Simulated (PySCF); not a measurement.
Run record for `F/C=C1C(F)=CC/1=C/Br`: mPW1PW91/pcSseg-0, level shift 0.2 Eh, full TDDFT, 12 singlets.

Method: TDDFT mPW1PW91/pcSseg-0, vertical, gas phase, core orbitals frozen in the response (PySCF 2.14.0, density-fitted response routines). Geometry: GFN2-xTB. A driver script takes a list of jobs; this job's settings line and coordinates (Å) are shown.

Command:
```bash
OMP_NUM_THREADS=1 python probes_run.py task.json out
```

Input:
```
{"job": {"kind": "uv", "xc": "mPW1PW91", "basis": "pcSseg-0", "nstates": 12, "ntriplets": 0, "tda": false, "scf": {"level_shift": 0.2}}, "charge": 0, "multiplicity": 1}
F     -1.039671     2.484615    -0.058925
C      0.162287     1.922428    -0.167079
C      0.375274     0.617759    -0.094894
C      1.576623    -0.218277    -0.184151
F      2.845564     0.110351    -0.367965
C      0.915889    -1.382313    -0.014977
C     -0.370859    -0.666750     0.094149
C     -1.618923    -1.066949     0.282177
Br    -3.111936     0.076624     0.387234
H      0.948758     2.649325    -0.319969
H      1.187393    -2.416820     0.027032
H     -1.869200    -2.110681     0.391342
```

What does the run print?

```
final grid: 119648 points
cycle   1  E = -3000.2836927761  dE =  1.410e-02  |g| = 6.742e-01  |ddm| = 4.180e+00
cycle   2  E = -3000.3186700777  dE = -3.498e-02  |g| = 6.984e-01  |ddm| = 1.713e+00
cycle   3  E = -3000.3952687421  dE = -7.660e-02  |g| = 1.249e-01  |ddm| = 5.478e-01
cycle   4  E = -3000.3993468794  dE = -4.078e-03  |g| = 2.967e-02  |ddm| = 2.077e-01
cycle   5  E = -3000.3995157279  dE = -1.688e-04  |g| = 8.632e-03  |ddm| = 4.640e-02
cycle   6  E = -3000.3995352685  dE = -1.954e-05  |g| = 3.210e-03  |ddm| = 1.347e-02
cycle   7  E = -3000.3995379672  dE = -2.699e-06  |g| = 9.470e-04  |ddm| = 4.700e-03
cycle   8  E = -3000.3995383372  dE = -3.700e-07  |g| = 3.755e-04  |ddm| = 1.701e-03
cycle   9  E = -3000.3995384194  dE = -8.225e-08  |g| = 1.480e-04  |ddm| = 8.193e-04
cycle  10  E = -3000.3995384396  dE = -2.012e-08  |g| = 7.372e-05  |ddm| = 3.514e-04
cycle  11  E = -3000.3995384454  dE = -5.828e-09  |g| = 3.028e-05  |ddm| = 2.117e-04
cycle  12  E = -3000.3995384469  dE = -1.526e-09  |g| = 1.616e-05  |ddm| = 1.022e-04
cycle  13  E = -3000.3995384473  dE = -3.756e-10  |g| = 8.478e-06  |ddm| = 5.073e-05
level shift removed, Fock matrix diagonalised once more
converged SCF energy = -3000.3995384473

Static polarisability (au): isotropic 72.268, principal 29.695 84.230 102.879

Singlet excitations
state   eV       nm        f      main configurations
  1   4.6471    266.8   0.01954   H->L 0.76, H->L+1 0.15
  2   5.1529    240.6   0.06756   H-1->L 0.36, H-1->L+1 0.25, H->L+1 0.23
  3   5.8820    210.8   0.38835   H->L+1 0.48, H-1->L+1 0.33
  4   5.9328    209.0   0.00115   H-2->L 0.49, H->L+2 0.38, H-2->L+1 0.11
  5   5.9393    208.8   0.00272   H->L+2 0.57, H-2->L 0.33
  6   6.2001    200.0   0.00008   H-2->L+1 0.82, H-2->L 0.18
  7   6.5216    190.1   0.45846   H-1->L 0.47, H-1->L+1 0.39
  8   6.9080    179.5   0.00180   H-1->L+2 0.94
  9   7.1100    174.4   0.00740   H-2->L+2 0.99
 10   7.2971    169.9   0.04286   H-3->L 0.90
 11   7.6500    162.1   0.00083   H-4->L 0.94
 12   7.7980    159.0   0.24524   H-3->L+1 0.88
```

H and L stand for HOMO and LUMO; the number after each pair is its weight.

Give S1 in cm⁻¹ and kJ/mol.

4.6471 eV × 8065.54 = 37481 cm⁻¹; × 96.485 = 448.4 kJ/mol.

Which computed singlet has the largest oscillator strength, and what do all of them sum to?

State 7 at 6.52 eV (190 nm), f = 0.458; the 12 states sum to 1.236.

In short: SCF converged in 13 cycles with 103 basis and 995 fitting functions; HOMO -6.90 eV, LUMO -1.33 eV; lowest singlet 4.65 eV; mean polarisability 72.3 au.

 The mPW1PW91/pcSseg-0 calculation is non-relativistic and has no spin–orbit coupling, an omission that weighs most on bromine.

Hardware: one thread, Arm Neoverse N1 (aarch64), no GPU, shared host with 32 logical CPUs at a one-minute load of 24. Cost: 25 s wall, 0.59 GiB resident at most.
